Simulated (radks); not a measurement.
The table gives one normalised radial function P(r) = r R(r) of Co2+ in [Ar] 3d7 (r in bohr). Calculated with a radial shooting solver on a logarithmic mesh with Libxc functionals: non-relativistic Kohn-Sham, PBE, spin-polarised, spherical densities, point nucleus; open shells are filled with parallel spins first.

| r | P |
|---|---|
| 0.003417 | 0.0024 |
| 0.003852 | 0.0031 |
| 0.004378 | 0.0039 |
| 0.004936 | 0.0050 |
| 0.005566 | 0.0063 |
| 0.006275 | 0.0079 |
| 0.007075 | 0.0099 |
| 0.008042 | 0.0126 |
| 0.009067 | 0.0159 |
| 0.01022 | 0.0198 |
| 0.01153 | 0.0248 |
| 0.0131 | 0.0313 |
| 0.01477 | 0.0390 |
| 0.01665 | 0.0483 |
| 0.01878 | 0.0597 |
| 0.02117 | 0.0734 |
| 0.02406 | 0.0913 |
| 0.02713 | 0.1113 |
| 0.03059 | 0.1351 |
| 0.03449 | 0.1630 |
| 0.0392 | 0.1977 |
| 0.0442 | 0.2351 |
| 0.04983 | 0.2771 |
| 0.05618 | 0.3235 |
| 0.06335 | 0.3735 |
| 0.072 | 0.4293 |
| 0.08118 | 0.4819 |
| 0.09153 | 0.5317 |
| 0.1032 | 0.5752 |
| 0.1173 | 0.6094 |
| 0.1322 | 0.6243 |
| 0.1491 | 0.6168 |
| 0.1681 | 0.5809 |
| 0.1895 | 0.5118 |
| 0.2154 | 0.3976 |
| 0.2429 | 0.2518 |
| 0.2739 | 0.0714 |
| 0.3088 | -0.1368 |
| 0.3509 | -0.3769 |
| 0.3957 | -0.6033 |
| 0.4461 | -0.8135 |
| 0.503 | -0.9899 |
| 0.5672 | -1.1166 |
| 0.6446 | -1.1851 |
| 0.7268 | -1.1832 |
| 0.8195 | -1.1217 |
| 0.9239 | -1.0116 |
| 1.05 | -0.8581 |
| 1.184 | -0.6984 |
| 1.335 | -0.5395 |
| 1.505 | -0.3944 |
| 1.697 | -0.2716 |
| 1.929 | -0.1699 |
| 2.175 | -0.1016 |
| 2.452 | -0.0561 |
| 2.765 | -0.0283 |
| 3.142 | -0.0122 |
| 3.543 | -0.0050 |
| 3.994 | -0.0018 |

Which n and l does it have? It may be an empty orbital.

Answer. n = 3, l = 1: the number of nodes gives n - l - 1 = 1, the rise at small r (about r^(l+1)) gives l, and the extent must fit the shell. The curve is that of 3p up; the table hardly tells the two spins apart. 3p up: eigenvalue -85.404 eV, 1 radial node at r = 0.286 bohr, <r> = 0.819 bohr, 90 % of the charge inside 1.26 bohr.
